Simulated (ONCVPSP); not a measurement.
Configuration tests for Cu (ONCV)

ONCVPSP 4.0.1 input, shortened (lines: element, Z, core and valence counts, functional; n l f; lmax; l rc ep ncon nbas qcut; lloc lpopt rc5 dvloc0; l nproj debl; icmod fcfact rcfact), PBE, scalar-relativistic:

```
  Cu 29.00    3    3        4      upf
    1    0    2.00
    2    0    2.00
    2    1    6.00
    3    0    2.00
    3    1    6.00
    3    2   10.00
    2
    0    0.65    0.00    4    7   10.70
    1    1.00    0.00    4    7   14.30
    2    1.05    0.00    4    8   15.40
    4    1    0.60    3.00
    0    3    0.60
    1    1    2.00
    2    1    1.70
    0    0.00    0.00
```

In the s channel the program set the typed energies aside and used -4.532, 0.250, 0.850 Ha.

Energies are relative to the spin-unpolarised reference configuration 3s2 3p6 3d10; without spin polarisation the order of configurations can differ from experiment.

Question: Give the all-electron excitation energy and the error of the potential for: 3s2 3p6 3d10 4s1; 3s2 3p6 3d9; 3s2 3p6 3d8; 3s2 3p6 3d9 4s1.

Answer:

| valence configuration | charge | ΔE all-electron (eV) | error AE − PS (meV) |
| --- | --- | --- | --- |
| 3s2 3p6 3d10 4s1 | 0 | -8.150 | -0.2 |
| 3s2 3p6 3d9 | +2 | 21.333 | -3.6 |
| 3s2 3p6 3d8 | +3 | 60.352 | -8.3 |
| 3s2 3p6 3d9 4s1 | +1 | 3.430 | +0.7 |

Levels in the configuration 3s2 3p6 3d10 4s1:

| level | all-electron (eV) | pseudo (eV) |
| --- | --- | --- |
| 3s | -114.704 | -114.720 |
| 3p | -72.144 | -72.158 |
| 3d | -5.039 | -5.039 |
| 4s | -4.610 | -4.611 |

Note: ghosts flagged at negative energy: s at -957.0 eV; GHOST(+) flags only above 600 eV. A true bound ghost makes a file unfit for plane-wave use.
